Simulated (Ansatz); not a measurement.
CHBN, SMILES `[BH-][N+]#[C-]` (near-degenerate triplet) (charge -1, multiplicity 3). This triplet lies within 0.05 eV of the relaxed singlet at the level B3LYP/aug-cc-pVTZ // PBE0-D3(BJ)/def2-TZVPD (Ansatz, a quantum-chemistry and plane-wave program).

Cartesian coordinates (Å):
```xyz
4

B     -0.7221     0.4271    -0.2594
N      0.5918     0.0301    -0.5498
C      1.7210    -0.2350    -0.8262
H     -1.5906    -0.2223     0.2538
```
Charge -1, spin multiplicity 3.

Frozen-core energies in aug-cc-pVDZ from Ansatz at a geometry from PBE0-D3(BJ)/def2-TZVPD; the HF reference has <S^2> = 2.15 and the T1 diagnostic is 0.032.

| level | energy (Ha) |
|---|---|
| HF | -117.53028 |
| MP2 | -117.87330 |
| CCSD | -117.90250 |

**Question.** Estimate the energies of CCSD(T), CCSDT and CCSDT(Q), and give each level's difference from CCSDT(Q).

**Answer.** 
```csv
level,energy (Ha),difference from CCSDT(Q) (mHa)
MP2,-117.87330,49.06
CCSD,-117.90250,19.86
CCSD(T),-117.91955,2.82
CCSDT,-117.92071,1.66
CCSDT(Q),-117.92236,0.00
```
